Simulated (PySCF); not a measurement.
C₈H₉ (doublet state).
Z-matrix (Å and degrees, GFN2-xTB geometry), rows numbered from 1:
```
C 
C   1  1.3187
C   2  1.5079  1  124.10
C   3  1.4816  2  107.26  1  -111.73
C   4  1.4239  3  126.10  2   -87.69
C   5  1.3625  4  107.95  3   177.75
C   6  1.4562  5  108.10  4    -0.51
C   7  1.3616  6  108.14  5     0.06
H   1  1.0777  2  121.96  3    -1.32
H   1  1.0769  2  121.78  3   179.42
H   2  1.0813  1  120.94  3  -177.91
H   3  1.0912  2  109.59  1     8.52
H   3  1.0931  2  109.22  1   128.86
H   5  1.0740  4  124.81  3    -3.03
H   6  1.0744  5  127.27  4   179.47
H   7  1.0742  6  124.46  5  -179.86
H   8  1.0737  4  124.75  3     2.54
```

The hyperfine couplings belong to this conformer and change with its torsions.

As a line formula: `C1=CC=C[C]1CC=C` [radical].

Method: UKS B3LYP, pcH-1 on C H, non-relativistic, mean-field spin-orbit, GIAO in PySCF 2.14.0. Geometry: GFN2-xTB, one conformer, isolated molecule. A GFN2-xTB geometry isn't a minimum of the functional, and hyperfine couplings can be far from their values at a DFT geometry. Stability of the SCF solution: not tested.

Largest spin populations (Mulliken): C4 (+0.58), C6 (+0.34), C7 (+0.29) and C5 (-0.12). Three atoms exceed +0.15. The positive populations add up to 1.28 and the negative ones to -0.28, together 2S = 1. The angles at C4 add up to 359.9°, so it is planar.

List the C–H protons on four-coordinate carbons next to a three-coordinate spin centre, with their couplings and θ (C–H bond against the normal to the plane of the centre's neighbours, projected along the bond that joins the two).

```csv
β H,on,centre,θ (°),cos²θ,a (G)
H12,C3,C4,61,0.24,+6.69
H13,C3,C4,61,0.24,+7.24
```

Couplings in gauss use g_iso = 2.0025.
